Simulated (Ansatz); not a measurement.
A nudged elastic band was laid between two geometries of ClGaH$_{5}$NO (9 atoms, charge 0, multiplicity 1).

All numbers below come from Ansatz, RKS LDA/def2-SVP.

| Property | Result |
| --- | --- |
| movable images | 5 |
| climbing image | yes |
| spring | 5.0 eV/Å² |
| optimiser | quadratic models (default) |
| start path | through a guess of the saddle point |
| force threshold | 0.05 eV/Å |
| iteration limit | 60 |
| end points | relaxed |

Initial state:

```xyz
9
Properties=species:S:1:pos:R:3
Ga -0.156 -0.080 0.352
H -0.267 -1.101 1.528
O 1.425 0.335 -0.423
H 1.793 -0.313 -1.048
Cl -1.840 0.069 -1.034
N -0.177 1.869 0.935
H -0.971 2.310 0.443
H 0.713 2.133 0.466
H -0.167 2.140 1.927
```

Final state:

```xyz
9
Properties=species:S:1:pos:R:3
Ga -0.008 0.711 -0.218
H -0.235 -0.519 1.937
O 1.602 0.046 -0.503
H 1.568 -0.821 -0.947
Cl -1.712 -0.374 -0.905
N -0.187 2.305 0.582
H -1.069 2.819 0.506
H 0.622 2.930 0.645
H -0.227 0.264 2.047
```

Task: What changes between the two ends?

Result: Bonds broken: Ga1–H2, N6–H9. Bonds formed: H2–H9. ClGaH5NO becomes ClGaH3NO + H2.

Task: Give the energies along the band, and the barrier.

Result: The run converged. The highest image is number 4 of 0 to 6, 163.6 kJ/mol above the first end and 41.4 kJ/mol above the last; the last end lies 122.2 kJ/mol above the first. A vibrational analysis at the climbing image gives one clearly imaginary mode, 920i cm⁻¹: a first-order saddle point. The orbitals stay closed-shell, which can raise the energy where a bond breaks towards radicals; this wasn't checked here.

| image | path coordinate (Å) | energy (kJ/mol) | Ga1–H2 (Å) | N6–H9 (Å) | H2–H9 (Å) |
| --- | --- | --- | --- | --- | --- |
| 0 | 0.00 | 0.0 | 1.56 | 1.03 | 3.27 |
| 1 | 0.57 | 5.6 | 1.57 | 1.03 | 2.83 |
| 2 | 1.15 | 23.6 | 1.58 | 1.03 | 2.26 |
| 3 | 1.72 | 71.5 | 1.64 | 1.07 | 1.60 |
| 4 | 2.29 | 163.6 | 1.87 | 1.48 | 0.99 |
| 5 | 2.85 | 131.8 | 2.26 | 2.01 | 0.81 |
| 6 | 3.41 | 122.2 | 2.49 | 2.51 | 0.79 |

Task: What is the geometry of the highest image?

Result: 
```xyz
9
Properties=species:S:1:pos:R:3
Ga -0.052 0.388 -0.049
H -0.231 -0.128 1.742
O 1.601 0.051 -0.582
H 1.679 -0.789 -1.073
Cl -1.770 -0.365 -1.073
N -0.201 2.055 0.865
H -1.049 2.623 0.721
H 0.629 2.666 0.851
H -0.250 0.860 1.743
```

Task: What are the harmonic wavenumbers there?

Result: 920i, 116, 152, 201, 222, 268, 414, 436, 622, 670, 712, 744, 802, 814, 1313, 1406, 1631, 1966, 3418, 3530, 3766 cm⁻¹.

Time of the run: 38 s on 2 threads of Intel(R) Xeon(R) Platinum 8488C (Sapphire Rapids), with other jobs on the host, peak memory 0.16 GiB.
